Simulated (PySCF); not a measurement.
Cd(Me)2 cation (C2H6Cd), SMILES [CH3][Cd][CH3] (connectivity only; charge and spin as stated), charge +1, multiplicity 2. Atoms are numbered in the order given.

```xyz
9

Cd     0.0000     0.0000     0.0000
C      0.0000     0.0000    -2.2221
H     -0.9224     0.5501    -2.4448
H      0.9376     0.5238    -2.4448
H     -0.0152    -1.0739    -2.4448
C      0.0000     0.0000     2.2221
H     -0.9224    -0.5501     2.4448
H      0.9376    -0.5238     2.4448
H     -0.0152     1.0739     2.4448
```
Charge +1, spin multiplicity 2.

Coordinates come from a r2SCAN-D4/def2-SVP optimisation. The multiplicity is an assumed one; other spin states were not compared. The isomer is the one that the SMILES or the coordinates give; other isomers of the formula were not compared. The def2 effective core potentials stand for the cores of Cd; spin–orbit coupling is left out.

All values below come from M06-2X/def2-TZVPD (PySCF).

Mulliken values depend strongly on the basis, most of all with diffuse functions as here. ESP charges are fitted to the potential on shells at 1.4 to 2.0 van der Waals radii. Atomic charges (e):

```
atom  ESP fit  Mulliken  Mulliken spin
----  -------  --------  -------------
Cd1      0.65      0.97          -0.06
C2      -0.46     -0.87           0.68
H3       0.21      0.29          -0.05
H4       0.21      0.29          -0.05
H5       0.21      0.29          -0.05
C6      -0.46     -0.87           0.68
H7       0.21      0.29          -0.05
H8       0.21      0.29          -0.05
H9       0.21      0.29          -0.05
```
